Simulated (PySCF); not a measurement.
## Computed NMR parameters against published values

Molfile (atoms numbered from 1):
```
C6H8N2
     RDKit          3D

 16 16  0  0  0  0  0  0  0  0999 V2000
    2.4128    0.3364   -0.1972 C   0  0  0  0  0  0  0  0  0  0  0  0
    1.3300   -0.5766   -0.4304 N   0  0  0  0  0  0  0  0  0  0  0  0
    0.0345   -0.2857   -0.1293 C   0  0  0  0  0  0  0  0  0  0  0  0
   -0.9653   -1.2626   -0.2350 C   0  0  0  0  0  0  0  0  0  0  0  0
   -2.2696   -0.9257    0.0549 C   0  0  0  0  0  0  0  0  0  0  0  0
   -2.6713    0.2868    0.4369 N   0  0  0  0  0  0  0  0  0  0  0  0
   -1.7184    1.2059    0.5362 C   0  0  0  0  0  0  0  0  0  0  0  0
   -0.3761    0.9884    0.2763 C   0  0  0  0  0  0  0  0  0  0  0  0
    2.2833    1.2535   -0.7790 H   0  0  0  0  0  0  0  0  0  0  0  0
    3.3433   -0.1294   -0.5197 H   0  0  0  0  0  0  0  0  0  0  0  0
    2.5136    0.6143    0.8599 H   0  0  0  0  0  0  0  0  0  0  0  0
    1.5577   -1.5491   -0.5298 H   0  0  0  0  0  0  0  0  0  0  0  0
   -0.7175   -2.2724   -0.5448 H   0  0  0  0  0  0  0  0  0  0  0  0
   -3.0460   -1.6822   -0.0258 H   0  0  0  0  0  0  0  0  0  0  0  0
   -2.0411    2.1955    0.8505 H   0  0  0  0  0  0  0  0  0  0  0  0
    0.3316    1.7989    0.3910 H   0  0  0  0  0  0  0  0  0  0  0  0
  1  2  1  0
  2  3  1  0
  3  4  2  0
  4  5  1  0
  5  6  2  0
  6  7  1  0
  7  8  2  0
  8  3  1  0
  1  9  1  0
  1 10  1  0
  1 11  1  0
  2 12  1  0
  4 13  1  0
  5 14  1  0
  7 15  1  0
  8 16  1  0
M  END
```

Published estimates (parent shift plus substituent increments) and measurements: δ $^{13}$C C3 155.7; C5/C7 150.3; C4/C8 107.8 ppm (estimated from measurements, as parent shift plus tabulated substituent increment; solution, not stated per compound (mostly CDCl3 or CCl4); Pretsch, Buehlmann, Badertscher, Structure Determination of Organic Compounds, 4th ed. (2009)).

Theoretical values (PySCF 2.14): geometry from PBE0-D3(BJ)/def2-TZVP, B97-2/pcSseg-2 with gauge-including orbitals. Fast rotation and ring inversion assumed for equivalent nuclei, a single conformation, relativity neglected, gas phase.

Q: How close does the calculation come?

A: 
Reference values: estimated from measurements, as parent shift plus tabulated substituent increment (solution, not stated per compound (mostly CDCl3 or CCl4); Pretsch, Buehlmann, Badertscher, Structure Determination of Organic Compounds, 4th ed. (2009)).
| atoms | quantity | reference | computed | computed, scaled |
| --- | --- | --- | --- | --- |
| C3 | δ $^{13}$C | 155.7 | 159.1 | 151.5 |
| C5/C7 | δ $^{13}$C | 150.3 | 158.6 | 151.0 |
| C4/C8 | δ $^{13}$C | 107.8 | 110.6 | 104.7 |

Computed shifts are σ(ref) − σ with the named reference compound (TMS for H and C) calculated as an isolated molecule at the same level. The measured values may be among those fitted. Empirical linear scaling, fitted to shifts measured mostly in CDCl3 for H and C (δ vs TMS): $^{13}$C (scatter 2.0 ppm rms, 2.1 ppm with the 3 outliers that the fit left out). A few per cent of atoms miss by over 2 rms, more outside the fitted compound classes.

Q: How far are the unscaled $^{13}$C shifts from the references?

A: Mean signed difference +4.83 ppm, mean absolute 4.83 ppm over 3 comparisons; the largest is +8.3 ppm at C5/C7 (aromatic CH next to a ring nitrogen).
